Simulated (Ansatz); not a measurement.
A nudged elastic band was laid between two geometries of BrH + CH6BN (11 atoms, charge 0, multiplicity 1).

The calculation used RHF/def2-mTZVP (Ansatz 0.2.0).

```yaml
movable_images: 5
climbing_image: yes
spring: 5.0 eV/Å²
optimiser: quadratic models (default)
start_path: through a guess of the saddle point
force_threshold: 0.05 eV/Å
iteration_limit: 60
end_points: relaxed
```

First end point:

```xyz
11
Properties=species:S:1:pos:R:3
B 0.130 -0.451 0.143
N 0.081 -0.138 1.505
H -0.724 -0.300 2.068
H 0.891 0.094 2.039
C 1.455 -0.308 -0.704
H 1.717 -1.259 -1.162
H 1.309 0.387 -1.527
H 2.313 0.031 -0.132
H -0.884 -0.815 -0.368
Br -0.753 3.734 1.680
H -0.504 2.358 1.413
```

Last end point:

```xyz
11
Properties=species:S:1:pos:R:3
B -0.002 0.576 0.103
N -0.040 0.168 1.691
H -0.109 -0.828 1.810
H 0.789 0.486 2.161
C 1.315 -0.027 -0.567
H 1.312 -1.117 -0.545
H 1.377 0.261 -1.610
H 2.235 0.309 -0.094
H -1.053 0.239 -0.347
Br 0.034 2.670 0.208
H -0.826 0.597 2.145
```

(1) What changes between the two ends?

(2) Give the energies along the band, and the barrier.

(3) What is the geometry of the highest image?

(4) What are the harmonic wavenumbers there?

The band took 20 iterations and roughly 5 core-minutes.

## Answers

(1) Bonds broken: Br10–H11. Bonds formed: B1–Br10, N2–H11. BrH + CH6BN becomes CH7BBrN.

(2) It converged. The highest image is number 3 of 0 to 6, 0.50 eV above the first end and 0.98 eV above the last; the last end lies 0.48 eV below the first. A vibrational analysis at the climbing image gives one clearly imaginary mode, 1210i cm⁻¹: a first-order saddle point. The orbitals stay closed-shell, which can raise the energy where a bond breaks towards radicals; this wasn't checked here.

| image | path coordinate (Å) | energy (eV) | Br10–H11 (Å) | B1–Br10 (Å) | N2–H11 (Å) |
| --- | --- | --- | --- | --- | --- |
| 0 | 0.00 | 0.00 | 1.42 | 4.54 | 2.57 |
| 1 | 0.48 | 0.01 | 1.43 | 4.26 | 2.32 |
| 2 | 0.97 | 0.12 | 1.45 | 3.91 | 1.90 |
| 3 | 1.45 | 0.50 | 1.72 | 3.74 | 1.28 |
| 4 | 2.58 | 0.41 | 2.11 | 3.07 | 1.05 |
| 5 | 3.70 | -0.37 | 2.61 | 2.13 | 1.00 |
| 6 | 4.83 | -0.48 | 2.96 | 2.10 | 1.00 |

(3) 
```xyz
11
Properties=species:S:1:pos:R:3
B 0.067 -0.253 0.134
N -0.015 0.271 1.504
H -0.778 -0.054 2.067
H 0.834 0.275 2.038
C 1.417 -0.234 -0.650
H 1.750 -1.257 -0.818
H 1.280 0.199 -1.635
H 2.217 0.301 -0.153
H -0.944 -0.660 -0.325
Br -0.542 3.218 1.371
H -0.254 1.527 1.422
```

(4) 1210i, 50, 67, 143, 372, 396, 522, 725, 836, 863, 929, 1087, 1124, 1221, 1368, 1427, 1464, 1498, 1589, 1602, 1790, 2762, 3151, 3204, 3235, 3727, 3811 cm⁻¹.

The run took 2.8 min on 2 threads of Arm Neoverse V1, on a shared host, peak memory 0.25 GiB.
